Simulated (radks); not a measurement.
Correlation energies from several functionals, in hartree. Species: Hg2+ [Xe] 4f14 5d10; Rb4+ [Ar] 3d10 4s2 4p3. All-electron calculation, non-relativistic Kohn-Sham, PBE, spin-polarised, spherical densities, point nucleus. Program: a radial shooting solver on a logarithmic mesh with Libxc functionals. Every spin shell is full or empty, so the densities are truly spherical. Functionals are evaluated on that one density, not self-consistently.

| functional | Hg2+ | Rb4+ |
|---|---|---|
| PW92 | -8.2430 | -3.1305 |
| Wigner | -4.2436 | -1.7029 |
| PBEsol | -5.4313 | -1.8860 |
| LYP | -4.2864 | -1.6388 |
| P86 | -5.4485 | -1.8776 |
| AM05 | -7.7715 | -2.8971 |
| OP (B88) | -4.2140 | -1.5782 |
| TPSS | -4.8553 | -1.6499 |
| revTPSS | -4.8938 | -1.6721 |
| SCAN | -4.8763 | -1.6505 |
| r2SCAN | -4.8896 | -1.6646 |
| Tao-Mo | -4.7501 | -1.5760 |
